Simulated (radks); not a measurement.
Ionisation of the copper ion Cu3+, [Ar] 3d8, to [Ar] 3d7 as the strength of local exchange is varied. All-electron calculation, scalar-relativistic Kohn-Sham, Slater X-alpha exchange (alpha = 2/3 is LDA exchange), no correlation, spin-polarised, spherical densities, finite nucleus; open shells are filled with parallel spins first; Fermi nuclear charge, rms radius 3.8823 fm. Program: a radial shooting solver on a logarithmic mesh with Libxc functionals.

alpha  E(Cu3+) (hartree)  exchange (hartree)  IE (eV)  -e of the level emptied (eV)  <r> of it (bohr)
0.666        -1647.29032           -61.07906   56.343                   46.090 (3d)            0.8676
0.667        -1647.38211           -61.17414   56.370                   46.115 (3d)            0.8674
0.673        -1647.93292           -61.74484   56.533                   46.268 (3d)            0.8665
0.68         -1648.57576           -62.41111   56.724                   46.446 (3d)            0.8653
0.773        -1657.13986           -71.30949   59.297                   48.864 (3d)            0.8506
0.814        -1660.92930           -75.25987   60.457                   49.957 (3d)            0.8444
0.956        -1674.11911           -89.07096   64.592                   53.871 (3d)            0.8237
?            -1680.56482           -95.85421   66.666                   55.844 (3d)            0.8141

Which alpha was used in the last row?

Answer. alpha = 1.025. NIST Atomic Spectra Database: 57.38 eV (semi-empirical). The Delta-SCF value meets it near alpha = 0.70. Open shells are spherical and high-spin; term and fine-structure splittings are not resolved.
